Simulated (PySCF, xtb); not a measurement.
C2HF4, SMILES [CH](F)C(F)(F)F, multiplicity 2.

The structure is a stationary point at B3LYP-D3(BJ)/def2-SVP. The isomer is the one that the SMILES or the coordinates give; other isomers of the formula were not compared.

Level of theory: C-PCM-ωB97X/def2-SVP (PySCF).

The values are the electrostatic part of the solvation free energy, E(continuum) − E(gas) at the gas-phase geometry, in a cavity of scaled van der Waals radii (PySCF's table); cavitation and dispersion terms are not included. The dipole moment in vacuum is 1.72 D.

```
solvent              ε  ΔG(elec) (kcal/mol)  dipole (D)
---------------  -----  -------------------  ----------
water            78.36                 -2.4        2.04
cyclohexanone    15.62                 -2.3        2.02
dichloromethane   8.93                 -2.2        2.00
```

For comparison, GFN2-xTB/ALPB(water) (xtb, at the GFN2-xTB geometry, all terms of that model) gives -0.6 kcal/mol.
